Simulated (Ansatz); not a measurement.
Ansatz (an electronic-structure program) input (CCSD(T)/aug-cc-pVDZ):

Ansatz 0.2 input:
```yaml
crystal:
  periodic: [false, false, false]
  atoms:
    - {symbol: C, position_ang: [-0.06979756, 1.52270279, 0.26646729]}
    - {symbol: C, position_ang: [-0.48264306, 0.09644613, 0.11446172]}
    - {symbol: C, position_ang: [-1.80841303, -0.23503826, -0.47278997]}
    - {symbol: O, position_ang: [0.46272251, -0.83930226, -0.23054878]}
    - {symbol: C, position_ang: [1.75793190, -0.71070509, 0.33012951]}
    - {symbol: H, position_ang: [0.73453541, 1.66023414, 0.99105625]}
    - {symbol: H, position_ang: [-0.92064145, 2.11629180, 0.60048702]}
    - {symbol: H, position_ang: [0.27559418, 1.95374659, -0.68873706]}
    - {symbol: H, position_ang: [-1.83854725, -0.03392981, -1.55600324]}
    - {symbol: H, position_ang: [-2.03836987, -1.29242768, -0.33407184]}
    - {symbol: H, position_ang: [-2.59658567, 0.35869297, -0.00829571]}
    - {symbol: H, position_ang: [2.27893852, 0.17435800, -0.04501381]}
    - {symbol: H, position_ang: [2.31084766, -1.59949505, 0.03275104]}
    - {symbol: H, position_ang: [1.70997881, -0.66348621, 1.42260637]}
basis:
  gaussian:
    orbitals: aug-cc-pVDZ
magnetization: {spin_polarized: true, initial_magnetization: 1}
correlation: {method: ccsd_t, electrons: outside_noble_gas}
output: {forces: true}
```

End of the output:

```
Atom 0 at    -0.069798     1.522703     0.266467 Å, force     0.109017     0.101671    -0.108789 eV/Å
Atom 1 at    -0.482643     0.096446     0.114462 Å, force    -0.053080     0.030200     0.587842 eV/Å
Atom 2 at    -1.808413    -0.235038    -0.472790 Å, force    -0.079332    -0.026731    -0.168946 eV/Å
Atom 3 at     0.462723    -0.839302    -0.230549 Å, force    -0.103308    -0.617689    -0.572529 eV/Å
Atom 4 at     1.757932    -0.710705     0.330130 Å, force     0.052119     0.155500     0.110609 eV/Å
Atom 5 at     0.734535     1.660234     0.991056 Å, force     0.344780     0.040977     0.327494 eV/Å
Atom 6 at    -0.920641     2.116292     0.600487 Å, force    -0.390805     0.249118     0.162286 eV/Å
Atom 7 at     0.275594     1.953747    -0.688737 Å, force     0.132333     0.142623    -0.385274 eV/Å
Atom 8 at    -1.838547    -0.033930    -1.556003 Å, force     0.016702     0.088328    -0.417846 eV/Å
Atom 9 at    -2.038370    -1.292428    -0.334072 Å, force    -0.084868    -0.450907     0.077707 eV/Å
Atom 10 at    -2.596586     0.358693    -0.008296 Å, force    -0.331748     0.266685     0.227226 eV/Å
Atom 11 at     2.278939     0.174358    -0.045014 Å, force     0.212814     0.383636    -0.169787 eV/Å
Atom 12 at     2.310848    -1.599495     0.032751 Å, force     0.217691    -0.384717    -0.135189 eV/Å
Atom 13 at     1.709979    -0.663486     1.422606 Å, force    -0.042316     0.021305     0.465196 eV/Å
Dipole moment:     0.151969     0.175340     0.078172 e Å
```

It need not be the lowest isomer of its formula.
